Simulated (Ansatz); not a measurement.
```xyz
7

N    -1.049    0.489   -0.676
Au    0.559   -0.390    0.289
O     2.056   -1.307    1.133
H    -1.580    1.073   -0.039
H    -1.677   -0.219   -1.045
H    -0.743    1.069   -1.450
H     2.435   -0.714    1.788
```

Total charge 0; spin multiplicity 1. Au: def2 effective core potential.

Question: List the PBE0/def2-TZVPP orbital energies in eV (Ansatz 0.2.0). (Best estimate.)

Answer: Ansatz gave: Occupied: -520.77, -393.75, -113.64, -64.08, -63.60, -63.56, -26.56, -25.25, -15.57, -15.57, -13.16, -11.36, -9.17, -8.92, -8.14, -8.14, -7.67, -6.75, -6.16. Lowest empty: -0.53, 0.55, 0.74, 1.43, 2.13, 2.15, 3.23, 4.41.
